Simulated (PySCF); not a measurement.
A structure optimised at PBE0-D3(BJ)/def2-SVP, used in a PySCF frequency run:

```
Se
Cl 1 2.1655
Cl 1 2.1655 2 102.41
Cl 1 2.3274 2 91.00 3 -91.25
Cl 1 2.3274 2 91.00 4 -177.51
```
Charge 0, spin multiplicity 1.

### Question
Write its SMILES, formula and point group.

### Answer
Cl[Se](Cl)(Cl)Cl, Cl4Se, C2v

### Question
What are its rotational constants (standard atomic weights)?

### Answer
1.7144, 1.0604, 0.86284 GHz
